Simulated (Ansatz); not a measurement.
`B[Si](O)(F)Cl` + `[F][AlH][GeH3]` → `B[SiH](O)F` + `[F][Al]([Cl])[GeH3]`  (redistribution)

Computed with Ansatz on PBE0-D4/def2-TZVP structures; ΔE is electronic, products minus reactants. CCSD(T)/CBS is the MP2 limit (def2-TZVPP, def2-QZVPP) plus CCSD(T) − MP2 in def2-TZVPP, frozen cores. Functionals use def2-TZVPP. B3LYP here is the variant with VWN-RPA as its local correlation; programs differ in this. HSE06 is defined as in plane-wave codes. For Ge outer-core shells are correlated without core-valence functions, which leaves a few kJ/mol of doubt a bond. Scalar relativity is left out up to krypton. One conformer a species, not always the lowest.

`B[Si](O)(F)Cl`:

Cartesian coordinates in Å:
```
B -0.668 -0.750 1.147
Si 0.181 0.042 -0.474
O 1.196 1.255 -0.107
F 0.948 -1.003 -1.401
Cl -1.406 0.710 -1.602
H -1.000 -1.896 1.162
H -0.926 -0.061 2.085
H 1.673 1.702 -0.810
```

`[F][AlH][GeH3]`:

Z-matrix (Å, degrees):
```
Ge
Al 1 2.469
H 1 1.540 2 111.5
H 1 1.542 2 110.5 3 118.6
H 1 1.538 2 112.6 3 -121.4
F 2 1.652 1 116.9 3 149.2
H 2 1.581 1 126.9 3 -31.6
```

`B[SiH](O)F`:

Cartesian coordinates in Å:
```
B -0.989 0.190 -0.941
Si 0.732 -0.025 0.086
O 0.489 -0.837 1.490
F 1.246 1.469 0.373
H -1.109 -0.087 -2.097
H -1.960 0.610 -0.379
H 1.846 -0.745 -0.569
H -0.254 -0.574 2.037
```

`[F][Al]([Cl])[GeH3]`:

Cartesian coordinates in Å:
```
F -2.179 0.517 -1.361
Al -1.233 0.559 -0.017
Cl -2.023 1.514 1.662
Ge 0.992 -0.474 -0.057
H 1.860 0.168 -1.152
H 0.877 -1.976 -0.368
H 1.706 -0.308 1.293
```

```json
{"level": "LDA (SPW92)", "ΔE (kJ/mol)": "-42.0", "difference from CCSD(T)/CBS": "10.5"}
{"level": "B3LYP-D4", "ΔE (kJ/mol)": "-48.8", "difference from CCSD(T)/CBS": "3.7"}
{"level": "r2SCANh-D4", "ΔE (kJ/mol)": "-49.4", "difference from CCSD(T)/CBS": "3.1"}
{"level": "r2SCAN0-D4", "ΔE (kJ/mol)": "-49.6", "difference from CCSD(T)/CBS": "2.9"}
{"level": "HSE06-D4", "ΔE (kJ/mol)": "-47.7", "difference from CCSD(T)/CBS": "4.8"}
{"level": "CAM-B3LYP-D4", "ΔE (kJ/mol)": "-49.8", "difference from CCSD(T)/CBS": "2.7"}
{"level": "ωB97X-V", "ΔE (kJ/mol)": "-49.5", "difference from CCSD(T)/CBS": "3.0"}
{"level": "revPBE", "ΔE (kJ/mol)": "-49.9", "difference from CCSD(T)/CBS": "2.6"}
{"level": "PBE0", "ΔE (kJ/mol)": "-49.3", "difference from CCSD(T)/CBS": "3.2"}
{"level": "HSE06", "ΔE (kJ/mol)": "-49.2", "difference from CCSD(T)/CBS": "3.3"}
{"level": "RPA@PBE/def2-TZVPP", "ΔE (kJ/mol)": "-52.5", "difference from CCSD(T)/CBS": "0.0"}
{"level": "HF/def2-SVP", "ΔE (kJ/mol)": "-60.7", "difference from CCSD(T)/CBS": "-8.2"}
{"level": "MP2/def2-SVP", "ΔE (kJ/mol)": "-58.3", "difference from CCSD(T)/CBS": "-5.8"}
{"level": "HF/def2-TZVPP", "ΔE (kJ/mol)": "-55.8", "difference from CCSD(T)/CBS": "-3.3"}
{"level": "CCSD(T)/def2-TZVPP", "ΔE (kJ/mol)": "-52.9", "difference from CCSD(T)/CBS": "-0.4"}
{"level": "MP2/def2-QZVPP", "ΔE (kJ/mol)": "-52.9", "difference from CCSD(T)/CBS": "-0.4"}
{"level": "CCSD(T)/CBS", "ΔE (kJ/mol)": "-52.5", "difference from CCSD(T)/CBS": "0"}
```

Largest T1 diagnostic among the species: 0.013.

Leaving LDA and LC-ωPBE aside and taking each functional with its dispersion term where it has one, the values, not all of them listed here, spread over 14.1 kJ/mol, from B2PLYP to B97M-V. LDA lies +6.0 kJ/mol from PBE without D4. The D4 term adds +3.4 kJ/mol with B3LYP and +1.7 kJ/mol with PBE0; it sums over pairs of atoms, weighted by their polarisabilities, and B3LYP, whose exchange is more repulsive, gets the larger term.
